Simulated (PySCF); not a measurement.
**Adding and removing an electron: SrGa**

ROHF-SCS-MP2; PySCF, scalar-relativistic core potentials, basis sets Sr def2-SVP with ECP28, Ga def2-SVP. Neutral (ROHF): doublet (π ↑), Re = 3.389 Å, ωe = 91.8 cm⁻¹, De = 0.29 eV.

SrGa⁺ (RHF): singlet (closed shell), Re = 3.646 Å, ωe = 97.5 cm⁻¹, De = 1.08 eV to Sr⁺ + Ga. The energies at the minima are -1953.56069 hartree for SrGa and -1953.38922 for SrGa⁺.

Work out the adiabatic ionisation energy, without and with harmonic zero-point energies (1 hartree = 27.2114 eV, 1 eV = 8065.5 cm⁻¹), and the change of the bond length.

At SCS-MP2: 0.17147 hartree = 4.666 eV between the minima; the zero-point term (97.5 − 91.8)/2 cm⁻¹ = +0.000 eV makes it 4.666 eV. Re changes by +25.7 pm against the neutral. The electron leaves a π orbital, and the longer bond of the ion fits a bonding orbital, or a change in how ionic the bond is.

Correlated steps freeze 9 core orbitals. Weak bonds: SrGa. Basis-set superposition, not corrected here, can be much of De in a small basis, most of all at correlated wavefunction levels. For an ion De counts to the pair picked by the measured ionisation energies or electron affinities, which need not be the lowest pair at this level. Where the molecule has an RHF reference, its open-shell atoms are computed with UHF. States were picked by a PBE0 search and need not be the measured ground states.
